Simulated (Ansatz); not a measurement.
Breaking the N6–H7 bond in CH5MgN (SMILES [CH3][Mg][NH2]) (multiplicity 1 held, fragments rigid). Energies count from the point at 1.011 Å.
Geometry at that point (charge 0, multiplicity 1):
```csv
atom,x (Å),y (Å),z (Å)
Mg,0.0083,-0.0471,0.0304
C,-0.2803,1.6737,-1.1111
H,-1.0462,2.3203,-0.6738
H,-0.6017,1.4335,-2.1282
H,0.6365,2.2643,-1.1891
N,0.2698,-1.6114,1.0703
H,0.8832,-2.3840,0.8510
H,-0.1780,-1.8310,1.9493
```

Restricted levels (R-, RO-) in cc, def2 and unpolarised 6-31G sets keep to the state of the molecule at rest. Unrestricted levels (U-) break spin symmetry where that is lower. Curves can end on different states.

Cores are frozen in the correlated methods.

Run with Ansatz (Gaussian orbitals). 

Energies in eV.

```csv
R (Å),R-HF/def2-SVP,U-HF/def2-SVP,U-MP2/def2-SVP,U-SCS-MP2/def2-SVP,U-CCSD/def2-SVP,U-CCSD(T)/def2-SVP
0.808,1.50,1.50,1.62,1.63,1.62,1.63
0.910,0.28,0.28,0.34,0.34,0.34,0.34
1.011,0.00,0.00,0.00,0.00,0.00,0.00
1.112,0.23,0.23,0.17,0.17,0.17,0.16
1.213,0.72,0.72,0.61,0.59,0.59,0.57
1.364,1.66,1.66,1.47,1.44,1.42,1.39
1.516,2.65,2.64,2.56,2.53,2.28,2.23
1.769,4.16,3.53,4.28,4.27,3.55,3.45
2.021,5.42,3.86,4.89,4.88,4.43,4.32
2.324,6.62,3.93,5.11,5.09,4.98,5.00
2.729,7.81,3.85,5.05,5.03,4.93,4.96
3.234,8.84,3.81,5.03,5.01,4.92,4.95
```

Doubts at one or more of the structures used: a restricted determinant that unrestricted orbitals would lower (R-HF/def2-SVP); a spin-contaminated determinant (U-HF/def2-SVP, U-MP2/def2-SVP, U-SCS-MP2/def2-SVP, U-CCSD/def2-SVP, U-CCSD(T)/def2-SVP); T1 above 0.05 (U-CCSD/def2-SVP, U-CCSD(T)/def2-SVP).

Ansatz is a first-principles code.
